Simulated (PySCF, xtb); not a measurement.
B(F)2(SeH) (BF₂HSe), SMILES FB(F)[SeH].

GFN2-xTB (xtb 6.7.1) at its own geometry gives an orbital gap of 4.60 eV and a dipole moment of 1.05 D.

Coordinates come from a PBE0-D3(BJ)/def2-SVP optimisation. One conformer was computed; it need not be the lowest.

Problem. What does PBE0/def2-TZVPD (PySCF) give? (The exact figures need the calculation; the answer reports its results.)

Solution. gap 7.43 eV (levels -7.89 and -0.46 eV), dipole 1.13 D.
